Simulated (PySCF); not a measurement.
The numbers are results of B3LYP-D3(BJ)/def2-TZVP // B3LYP-D3(BJ)/def2-SVP (PySCF), not measurements. Isolated molecules, 0 K electronic values unless said otherwise. One relaxed conformer stands for a flexible species; it need not be the lowest. B3LYP has the VWN-RPA correlation part, as in Gaussian. 

Reference species (SMILES): `Br[Si](Br)(Br)Br` (neutral, multiplicity 1).

- HOMO = -8.43 eV
- LUMO = -2.18 eV

Changed species: `Br[Si](OC)(Br)OC` (C–O–Si–Br torsion -59°, Br–Si–O–C torsion -57°) (2 of 4 Br replaced by OCH3; the reference has 0 of 4 Br replaced by OCH3).

**Question.** What does the change do to the HOMO and LUMO?

**Answer.** the HOMO rises by 0.36 eV, to -8.07 eV; the LUMO goes up by 1.66 eV, to -0.52 eV.
